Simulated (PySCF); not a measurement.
SMILES [AsH3] (H3As), B3LYP/def2-SVP optimised geometry.

```
4

As    -0.74    -0.76     0.00
H     -0.79    -0.82    -1.53
H      0.79    -0.76     0.00
H     -0.79     0.76     0.00
```

Density from B3LYP/def2-TZVP (PySCF 2.14.0) at that geometry.

Minimum of the electron density along straight lines between bonded atoms, close to the bond critical point (lines longer than 1.1 times the sum of covalent radii, or with two minima, are not listed):

| bond | length / Å | ρ at the minimum / e bohr⁻³ | ∇²ρ there / e bohr⁻⁵ | position (fraction from the first atom) |
|---|---|---|---|---|
| As1–H2 | 1.531 | 0.146 | -0.11 | 0.60 |
| As1–H3 | 1.531 | 0.146 | -0.11 | 0.60 |
| As1–H4 | 1.531 | 0.146 | -0.11 | 0.60 |
